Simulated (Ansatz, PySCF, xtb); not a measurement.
Reaction (SMILES): C[Si](C)(C)CO -> CO[Si](C)(C)C [methoxy(trimethyl)silane]
Each molecule is optimised on its own at B3LYP-D3(BJ)/def2-TZVP (Ansatz, a first-principles code), one conformer each, not searched for the lowest. Frequencies are from Ansatz or PySCF.

Wanted: isomerisation energy (enthalpy at 298 K, with B3LYP-D3(BJ) rigid-rotor harmonic-oscillator terms), in eV. Correlated levels leave the core frozen unless marked. No spin-orbit coupling. Non-relativistic. CBS marks a two-point X^-3 extrapolation of the correlation energy; Hartree-Fock from the larger set. The bracket is a focal-point correction in the basis named.

| level | program | isomerisation energy (eV) |
|---|---|---|
| GFN1-xTB | xtb | ___ |
| B3LYP-D4/def2-TZVPD | Ansatz + dftd4 | -1.21 |
| PBE0-D4/def2-TZVP | Ansatz + dftd4 | -1.15 |
| PBE0/def2-TZVPD | Ansatz | -1.12 |
| HSE06-D4/def2-TZVPD | Ansatz + dftd4 | -1.12 |
| CAM-B3LYP-D3(BJ)/def2-TZVPD | Ansatz + dftd3 | ___ |
| LC-wPBE/def2-TZVPD | Ansatz | -1.15 |
| B2PLYP/def2-TZVPD | Ansatz | ___ |
| PBE-QIDH/def2-TZVPD | Ansatz | ___ |
| SCS-MP2/STO-3G | Ansatz | -0.60 |
| SCS-MP2/6-31G | Ansatz | -0.98 |
| CCSD/6-31G* | Ansatz | -1.32 |
| CCSD/cc-pV(D+d)Z | Ansatz | -1.12 |
| RI-MP2/CBS(cc-pV(T+d)Z,cc-pV(Q+d)Z)+[CCSD(T)-MP2]/cc-pV(D+d)Z | Ansatz | -1.18 |

Complete the blanks.


- GFN1-xTB, isomerisation energy (eV): -2.24
- CAM-B3LYP-D3(BJ)/def2-TZVPD, isomerisation energy (eV): -1.24
- B2PLYP/def2-TZVPD, isomerisation energy (eV): -1.23
- PBE-QIDH/def2-TZVPD, isomerisation energy (eV): -1.19
